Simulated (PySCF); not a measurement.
Broadened absorption spectrum of GaH2(OMe)

Species: GaH2(OMe), CH₅GaO.
SMILES: `C[O][GaH2]`

Level of theory: TDDFT CAM-B3LYP/def2-SVPD, vertical, gas phase, core orbitals frozen in the response in PySCF. Isolated species at its PBE0-D3(BJ)/def2-SVP geometry (one conformer only). The CAM-B3LYP/def2-SVPD calculation is non-relativistic and has no spin–orbit coupling, an omission that weighs most on gallium.

Broadening: Gaussians 0.5 eV wide at half height, area fixed by f = 4.319×10⁻⁹ ∫ε dν̃. The width is an assumption, not a result. The curve ends short of the highest state used, and states not computed would add to its high-energy end.

(λ (nm), ε (L mol⁻¹ cm⁻¹)): (145.3, 15792), (147.4, 11199), (149.5, 7868), (151.6, 6853), (153.7, 7590), (155.8, 8397), (157.9, 7969), (160.0, 6358), (162.1, 4545), (164.2, 3354), (166.3, 2890), (168.4, 2770), (170.5, 2595), (172.6, 2213), (174.7, 1692), (176.8, 1169), (178.9, 738), (181.0, 432), (183.1, 241), (185.2, 142), (187.3, 120), (189.4, 173), (191.5, 319), (193.6, 588), (195.7, 1005), (197.9, 1600), (200.0, 2268), (202.1, 2933), (204.2, 3471), (206.3, 3772), (208.4, 3781), (210.5, 3512), (212.6, 3037), (214.7, 2460), (216.8, 1879), (218.9, 1363), (221.0, 950), (223.1, 643), (225.2, 430), (227.3, 289), (229.4, 196), (231.5, 136), (233.6, 96), (235.7, 68), (237.8, 48), (239.9, 33), (242.0, 23), (244.1, 15), (246.2, 10), (248.3, 6), (250.4, 4), (252.5, 2), (254.6, 1), (256.7, 1), (258.8, 0), (260.9, 0)

Question: Where are the band maxima, and which computed states make them?

Answer: 207 nm (5.98 eV), ε about 3800, made up of S2 (99%); 156 nm (7.94 eV), ε about 8400, made up of S7 (92%) (ε in L mol⁻¹ cm⁻¹; maxima over ε = 5, shares over 10%). At its high-energy end, 8.53 eV, the curve is still rising (ε about 16000, from S10, S11, S12, S13 and S14). The states used: S1 5.50 eV (f 0.0019); S2 5.98 eV (f 0.070); S3 6.27 eV (f 0.0022); S4 7.08 eV (f 0.0084); S5 7.33 eV (f 0.042); S6 7.70 eV (f 0.0055); S7 7.92 eV (f 0.144); S8 8.23 eV (f 0.015); S9 8.34 eV (f 0.0001); S10 8.48 eV (f 0.034); S11 8.52 eV (f 0.040); S12 8.59 eV (f 0.117); S13 8.81 eV (f 0.109); S14 8.87 eV (f 0.175); S15 9.13 eV (f 0.016).

Question: Coming from long wavelengths, where does ε first pass 100 L mol⁻¹ cm⁻¹?

Answer: At about 233 nm (5.31 eV), 0.19 eV below S1.

Question: On this curve, what absorbance would a 10⁻⁴ mol/L sample give at 254 nm over a 1 cm path?

Answer: 254 nm is 4.881 eV, where ε is about 1.5 L mol⁻¹ cm⁻¹, so A = ε c l ≈ 0.00015 (Beer–Lambert, with the gas-phase spectrum and the assumed width).

Question: What would ε be at 7.94 eV, the highest of these maxima, with half the width (0.25 eV)?

Answer: About 15300 L mol⁻¹ cm⁻¹ against 8430, a factor of about 1.8; a lone state at its own centre would give exactly 2.

Hardware: Arm Neoverse V1, one thread (shared host). Cost: 11 s.
